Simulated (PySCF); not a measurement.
C6H10.

```xyz
16

C      2.6005    -0.5982     0.2407
C      1.2772    -0.6040     0.0591
C      0.5201     0.3975    -0.7688
C     -0.5471     1.1721     0.0206
C     -1.7746     0.4065     0.4388
C     -2.1263    -0.8286     0.0701
H      3.2395     0.1574    -0.2294
H      3.0972    -1.3484     0.8624
H      0.6779    -1.3755     0.5565
H      1.2329     1.1152    -1.2060
H      0.0345    -0.1122    -1.6212
H     -0.8809     2.0390    -0.5806
H     -0.0814     1.6139     0.9205
H     -2.4491     0.9580     1.1066
H     -3.0590    -1.2774     0.4218
H     -1.5103    -1.4419    -0.5933
```
Charge 0, spin multiplicity 1.

Geometry optimised at B3LYP-D3(BJ)/def2-SVP. The values are those of a single conformer.

Level of theory: PySCF with KT2/pcSseg-1. Non-relativistic, no solvent.

Problem. Give the absolute GIAO shielding of each atom: isotropic value and principal components (ppm). (The exact figures need the calculation; the answer reports its results.)

Solution. 
| atom | σ(iso) | σ11 | σ22 | σ33 | span |
|---|---|---|---|---|---|
| C1 | 70.3 | -28.7 | 90.1 | 149.6 | 178.3 |
| C2 | 46.1 | -68.4 | 47.6 | 159.2 | 227.6 |
| C3 | 149.6 | 133.3 | 143.5 | 172.1 | 38.8 |
| C4 | 146.0 | 133.4 | 143.1 | 161.6 | 28.2 |
| C5 | 46.4 | -63.2 | 50.7 | 151.8 | 215.0 |
| C6 | 73.2 | -29.5 | 81.3 | 167.7 | 197.1 |
| H7 | 26.1 | 22.9 | 25.6 | 29.6 | 6.7 |
| H8 | 26.1 | 23.3 | 24.9 | 30.2 | 6.8 |
| H9 | 24.8 | 21.9 | 23.1 | 29.5 | 7.6 |
| H10 | 29.3 | 25.3 | 28.9 | 33.6 | 8.2 |
| H11 | 28.4 | 25.7 | 27.2 | 32.2 | 6.5 |
| H12 | 28.7 | 24.0 | 27.7 | 34.2 | 10.2 |
| H13 | 29.1 | 25.2 | 28.8 | 33.2 | 8.0 |
| H14 | 25.2 | 23.2 | 25.2 | 27.2 | 4.0 |
| H15 | 26.0 | 23.6 | 25.2 | 29.1 | 5.5 |
| H16 | 25.9 | 23.2 | 24.9 | 29.7 | 6.4 |
